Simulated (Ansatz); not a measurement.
`O[SiH2][SiH](O)S` and `O[SiH2][SiH](O)[SiH3]` differ in one atom or group.

Ansatz, PBE0-D4/def2-TZVP geometries, multiplicity 1. Each molecule was computed in one conformer, which needn't be the lowest.

```tsv
property	`O[SiH2][SiH](O)S`
HOMO–LUMO gap (ωB97M-V/def2-TZVPP) / eV	10.48
HOMO–LUMO gap (PBE0/def2-TZVPP) / eV	6.69
HOMO energy (ωB97M-V/def2-TZVPP) / eV	-9.51
HOMO–LUMO gap (PBE/def2-TZVPP) / eV	4.64
LUMO energy (ωB97M-V/def2-TZVPP) / eV	0.97
LUMO energy (B3LYP/def2-TZVPP) / eV	-0.94
```

Problem. Give the same properties after the change, and the shifts. (Best estimate.)

Solution. Ansatz gave: 
```json
{"property": "HOMO–LUMO gap (ωB97M-V/def2-TZVPP) / eV", "`O[SiH2][SiH](O)[SiH3]`": "10.29", "shift": "-0.19"}
{"property": "HOMO–LUMO gap (PBE0/def2-TZVPP) / eV", "`O[SiH2][SiH](O)[SiH3]`": "6.59", "shift": "-0.10"}
{"property": "HOMO energy (ωB97M-V/def2-TZVPP) / eV", "`O[SiH2][SiH](O)[SiH3]`": "-9.61", "shift": "-0.10"}
{"property": "HOMO–LUMO gap (PBE/def2-TZVPP) / eV", "`O[SiH2][SiH](O)[SiH3]`": "4.63", "shift": "-0.01"}
{"property": "LUMO energy (ωB97M-V/def2-TZVPP) / eV", "`O[SiH2][SiH](O)[SiH3]`": "0.68", "shift": "-0.29"}
{"property": "LUMO energy (B3LYP/def2-TZVPP) / eV", "`O[SiH2][SiH](O)[SiH3]`": "-1.22", "shift": "-0.28"}
```

With PBE0 the HOMO falls by 0.21 eV and the LUMO falls by 0.31 eV, so the gap narrows by about 0.10 eV. PBE moves the HOMO by -0.29 eV and ωB97M-V by -0.10 eV.

B3LYP here is the variant with VWN-RPA as its local correlation; programs differ in this.
